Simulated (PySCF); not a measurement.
# Electron correlation in Te (tellurium, neutral)

[Kr] 4d10 5s2 5p4, high-spin 3P determinant. Computed with PySCF 2.14 in aug-cc-pwCVTZ-PP with ECP28MDF, with a scalar-relativistic core potential. Frozen: 4s2 4p6 4d10; 6 electrons correlated.

```tsv
level	correlation energy (mhartree)
CCSD	-106.89
(T)	-3.71
CCSD(T)	-110.60
```

Diagnostics: T1 = 0.0092, D1 = 0.0270, largest double amplitude 0.035.

Cost of the coupled-cluster step: about 40 core-seconds, for 6 correlated electrons.
